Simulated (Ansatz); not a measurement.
Program: Ansatz. Geometries: PBE0-D4/def2-TZVP. ΔE: electronic, gas phase. CCSD(T)/CBS is the MP2 limit (def2-TZVPP, def2-QZVPP) plus CCSD(T) − MP2 in def2-TZVPP, frozen cores. This one scheme is used for every species, atoms too. Functionals use def2-TZVPP. HSE06 is defined as in plane-wave codes. No spin–orbit coupling; open shells (•) take unrestricted orbitals. One conformer a species, not always the lowest.

Consider the homolysis of the H–O bond: `O[Si](F)(F)F` → H• + `[O][Si](F)(F)F`•.

`O[Si](F)(F)F`:

Z-matrix (Å, degrees):
```
Si
F 1 1.572
F 1 1.572 2 106.8
O 1 1.604 2 112.4 3 -123.7
F 1 1.565 2 108.8 3 117.2
H 4 0.958 1 120.4 2 60.3
```

`[O][Si](F)(F)F`•:

Cartesian coordinates in Å:
```
O 0.312 1.543 0.440
Si -0.013 -0.012 -0.005
F -0.684 -0.083 -1.417
F 1.370 -0.742 -0.026
F -0.984 -0.705 1.008
```

Question: What is ΔE at CCSD(T)/CBS? (Estimate.)

Answer: The calculation gave: +5.83 eV.

Question: What do these levels give: revPBE-D4, PBE0-D4, HSE06-D4, BHLYP-D4, ωB97M-V, PBE, BHLYP, HF/def2-SVP, MP2/def2-TZVPP, CCSD/def2-TZVPP, HF/def2-QZVPP, MP2/CBS(def2)? (An estimate is asked.)

Answer: Computed: revPBE-D4 5.47, PBE0-D4 5.57, HSE06-D4 5.57, BHLYP-D4 5.47, ωB97M-V 5.70, PBE 5.59, BHLYP 5.45, HF/def2-SVP 4.20, MP2/def2-TZVPP 5.86, CCSD/def2-TZVPP 5.62, HF/def2-QZVPP 4.19, MP2/CBS(def2) 6.01 eV.

Largest T1 diagnostic among the species: 0.012.

At CCSD(T), def2-SVP lies −0.37 eV from the extrapolated value and def2-TZVPP −0.15 eV: correlation converges slowly with the basis, and small sets miss more of it in the bonded molecule than in its fragments. In def2-TZVPP, CCSD(T) changes the Hartree–Fock value by +1.49 eV (the triples alone add +0.06 eV) and MP2 by +1.67 eV; breaking electron pairs costs correlation energy, which Hartree–Fock lacks.
